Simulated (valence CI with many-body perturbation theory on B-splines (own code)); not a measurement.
## F III: electric-dipole lines

Level of theory: relativistic CI+MBPT: five valence electrons over a frozen Dirac-Fock core [He], radial functions for each j: 9 s, 9 p, 8 d, 6 f, 3 g, 1 h, with the one-electron correlation potential Σ1, the two-electron term Σ2, the three-electron term Σ3, Breit, model QED; selected CI, second order for the rest, scaled by the run's own slope (own B-spline code, finite nucleus).

Against 49 measured levels this calculation errs by 116 cm⁻¹ on average and by 421 at most. These come from a selection out of Moore, Atomic Energy Levels, vol. I, NSRDS-NBS 35 (1971 reprint of NBS Circular 467, 1949), an old analysis. Levels without a partner in it may be off by more. Among the levels kept, up to 1600 cm⁻¹ of a level comes from second order outside the variational space, and about a tenth of that is noise between levels of different J, which matters for small intervals.

Lines 51 to 100 of 275 in falling wavelength, among levels below 50.306 eV, chosen from the strongest by gf and those to the six lowest levels. Wavelengths and rates use the calculated energies, so an error of 100 cm⁻¹ moves a line at 2761 Å by 0.28 % and its rate by three times that or more. Electric multipoles are in the length gauge, E1 and E2 with the static RPA response of the core. Weak lines are less certain than strong ones. Lines between different terms over intervals too small for the method are left out, as are lines whose strength nearly cancels. Where a level lies close to another of its J and parity, the split of strength between their lines is uncertain. The highest levels of a list are the least certain.

Letters in brackets count levels of one name in rising energy.

| λ vac (Å) | λ from measured levels | Upper | Lower | A (s⁻¹) | S (a.u.) |
| --- | --- | --- | --- | --- | --- |
| 2787 |  | 2s2.2p2.3p 2P°_1/2 [a] | 2s2.2p2.3s 2P_1/2 | 1.25e+08 | 2.68e+00 |
| 2780 |  | 2s2.2p2.3p 2P°_3/2 [a] | 2s2.2p2.3s 2P_1/2 | 3.21e+07 | 1.36e+00 |
| 2761 | 2761 | 2s2.2p2.3p 2D°_5/2 [b] | 2s2.2p2.3s 2D_3/2 | 1.17e+07 | 7.27e-01 |
| 2760 | 2760 | 2s2.2p2.3p 2D°_5/2 [b] | 2s2.2p2.3s 2D_5/2 | 2.00e+08 | 1.24e+01 |
| 2756 | 2756 | 2s2.2p2.3p 2D°_3/2 [b] | 2s2.2p2.3s 2D_3/2 | 1.87e+08 | 7.75e+00 |
| 2756 | 2756 | 2s2.2p2.3p 2D°_3/2 [b] | 2s2.2p2.3s 2D_5/2 | 2.58e+07 | 1.07e+00 |
| 2608 | 2614 | 2s2.2p2.3d 4F_3/2 | 2s2.2p2.3p 4D°_5/2 | 6.12e+06 | 2.14e-01 |
| 2607 | 2614 | 2s2.2p2.3d 4F_7/2 | 2s2.2p2.3p 4D°_7/2 | 4.46e+07 | 3.12e+00 |
| 2605 |  | 2s2.2p2.3d 2P_3/2 | 2s2.2p2.3p 4P°_1/2 | 6.28e+06 | 2.19e-01 |
| 2600 | 2607 | 2s2.2p2.3d 4F_5/2 | 2s2.2p2.3p 4D°_5/2 | 8.19e+07 | 4.26e+00 |
| 2595 | 2601 | 2s2.2p2.3d 4F_3/2 | 2s2.2p2.3p 4D°_3/2 | 9.88e+07 | 3.41e+00 |
| 2595 | 2600 | 2s2.2p2.3d 4F_9/2 | 2s2.2p2.3p 4D°_7/2 | 3.72e+08 | 3.20e+01 |
| 2592 |  | 2s2.2p2.3d 2P_1/2 | 2s2.2p2.3p 4P°_1/2 | 4.97e+07 | 8.55e-01 |
| 2590 | 2596 | 2s2.2p2.3d 4F_7/2 | 2s2.2p2.3p 4D°_5/2 | 3.28e+08 | 2.25e+01 |
| 2588 | 2593 | 2s2.2p2.3d 4D_5/2 | 2s2.2p2.3p 4P°_5/2 | 3.73e+07 | 1.92e+00 |
| 2587 | 2594 | 2s2.2p2.3d 4F_5/2 | 2s2.2p2.3p 4D°_3/2 | 2.89e+08 | 1.48e+01 |
| 2586 | 2594 | 2s2.2p2.3d 4F_3/2 | 2s2.2p2.3p 4D°_1/2 | 2.69e+08 | 9.19e+00 |
| 2580 | 2585 | 2s2.2p2.3d 4D_7/2 | 2s2.2p2.3p 4P°_5/2 | 2.88e+08 | 1.95e+01 |
| 2575 | 2581 | 2s2.2p2.3d 4D_3/2 | 2s2.2p2.3p 4P°_3/2 | 1.31e+08 | 4.43e+00 |
| 2575 | 2581 | 2s2.2p2.3d 4D_5/2 | 2s2.2p2.3p 4P°_3/2 | 2.50e+08 | 1.27e+01 |
| 2573 | 2578 | 2s2.2p2.3d 4D_1/2 | 2s2.2p2.3p 4P°_3/2 | 3.17e+07 | 5.34e-01 |
| 2569 |  | 2s2.2p2.3d 4D_3/2 | 2s2.2p2.3p 4P°_1/2 | 1.50e+08 | 5.02e+00 |
| 2568 | 2571 | 2s2.2p2.3d 2D_3/2 | 2s2.2p2.3p 2D°_5/2 [a] | 9.46e+06 | 3.16e-01 |
| 2566 |  | 2s2.2p2.3d 4D_1/2 | 2s2.2p2.3p 4P°_1/2 | 2.18e+08 | 3.64e+00 |
| 2560 | 2563 | 2s2.2p2.3d 2D_5/2 | 2s2.2p2.3p 2D°_5/2 [a] | 8.89e+07 | 4.42e+00 |
| 2542 | 2545 | 2s2.2p2.3d 2D_3/2 | 2s2.2p2.3p 2D°_3/2 [a] | 8.45e+07 | 2.74e+00 |
| 2539 | 2544 | 2s2.2p2.3d 4P_5/2 | 2s2.2p2.3p 4P°_5/2 | 1.97e+08 | 9.55e+00 |
| 2530 | 2534 | 2s2.2p2.3d 4P_3/2 | 2s2.2p2.3p 4P°_5/2 | 1.04e+08 | 3.34e+00 |
| 2527 | 2531 | 2s2.2p2.3d 4P_5/2 | 2s2.2p2.3p 4P°_3/2 | 1.38e+07 | 6.61e-01 |
| 2518 | 2522 | 2s2.2p2.3d 4P_3/2 | 2s2.2p2.3p 4P°_3/2 | 5.13e+07 | 1.62e+00 |
| 2515 | 2518 | 2s2.2p2.3d 4P_1/2 | 2s2.2p2.3p 4P°_3/2 | 1.78e+08 | 2.79e+00 |
| 2512 |  | 2s2.2p2.3d 4P_3/2 | 2s2.2p2.3p 4P°_1/2 | 4.75e+07 | 1.49e+00 |
| 2508 |  | 2s2.2p2.3d 4P_1/2 | 2s2.2p2.3p 4P°_1/2 | 1.89e+07 | 2.94e-01 |
| 2487 | 2485 | 2s2.2p2.3p 4S°_3/2 | 2s2.2p2.3s 4P_5/2 | 1.74e+08 | 5.28e+00 |
| 2477 |  | 2s2.2p2.3p 2P°_1/2 [b] | 2s2.2p2.3s 2D_3/2 | 2.66e+08 | 3.99e+00 |
| 2469 |  | 2s2.2p2.3p 2P°_3/2 [b] | 2s2.2p2.3s 2D_3/2 | 3.34e+07 | 9.91e-01 |
| 2468 |  | 2s2.2p2.3p 2P°_3/2 [b] | 2s2.2p2.3s 2D_5/2 | 2.36e+08 | 7.00e+00 |
| 2467 | 2466 | 2s2.2p2.3p 4S°_3/2 | 2s2.2p2.3s 4P_3/2 | 1.08e+08 | 3.21e+00 |
| 2454 | 2453 | 2s2.2p2.3p 4S°_3/2 | 2s2.2p2.3s 4P_1/2 | 5.21e+07 | 1.52e+00 |
| 2445 | 2450 | 2s2.2p2.3d 4D_5/2 | 2s2.2p2.3p 4D°_7/2 | 1.53e+07 | 6.63e-01 |
| 2438 | 2442 | 2s2.2p2.3d 4D_7/2 | 2s2.2p2.3p 4D°_7/2 | 1.06e+08 | 6.05e+00 |
| 2431 | 2435 | 2s2.2p2.3d 4D_3/2 | 2s2.2p2.3p 4D°_5/2 | 3.25e+07 | 9.20e-01 |
| 2431 | 2435 | 2s2.2p2.3d 4D_5/2 | 2s2.2p2.3p 4D°_5/2 | 6.94e+07 | 2.95e+00 |
| 2424 | 2427 | 2s2.2p2.3d 4D_7/2 | 2s2.2p2.3p 4D°_5/2 | 1.39e+07 | 7.83e-01 |
| 2419 | 2423 | 2s2.2p2.3d 4D_3/2 | 2s2.2p2.3p 4D°_3/2 | 4.32e+07 | 1.21e+00 |
| 2419 | 2424 | 2s2.2p2.3d 4D_5/2 | 2s2.2p2.3p 4D°_3/2 | 2.30e+07 | 9.66e-01 |
| 2417 | 2421 | 2s2.2p2.3d 4D_1/2 | 2s2.2p2.3p 4D°_3/2 | 3.98e+07 | 5.56e-01 |
| 2412 | 2417 | 2s2.2p2.3d 4D_3/2 | 2s2.2p2.3p 4D°_1/2 | 2.42e+07 | 6.69e-01 |
| 2410 | 2414 | 2s2.2p2.3d 4D_1/2 | 2s2.2p2.3p 4D°_1/2 | 4.06e+07 | 5.61e-01 |
| 2402 | 2406 | 2s2.2p2.3d 4P_5/2 | 2s2.2p2.3p 4D°_7/2 | 1.24e+07 | 5.09e-01 |
